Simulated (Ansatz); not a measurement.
Mulliken charges of BH₄SbTe (`[BH2][SbH][TeH]`) from r2SCAN/def2-TZVPP in Ansatz (PBE0-D4/def2-TZVP geometry).

```csv
atom,x (Å),y (Å),z (Å),charge (e)
B1,-1.290,0.530,-0.716,-0.150
Sb2,-0.090,0.062,1.076,0.303
Te3,1.915,-1.262,-0.261,-0.114
H4,-1.500,-0.322,-1.523,0.029
H5,-1.815,1.598,-0.809,0.023
H6,0.664,1.591,1.153,-0.087
H7,2.177,-2.264,1.034,-0.005
```

Question: By hand: the dipole of these point charges (1 e Å = 4.8032 D).

Answer: Σ q r = (-0.206, -0.017, 0.295) e Å, of length 0.360 e Å = 1.73 D.

Question: How does the dipole of the full density compare? (An estimate is asked.)

Answer: Ansatz gave: (-0.121, 0.048, 0.080) e Å, 0.73 D; the point charges give 2.37 times that, at 30° from its direction.

Point charges leave out the atoms' own dipoles, such as those of lone pairs, and Mulliken's split depends on the basis, so the two needn't agree.
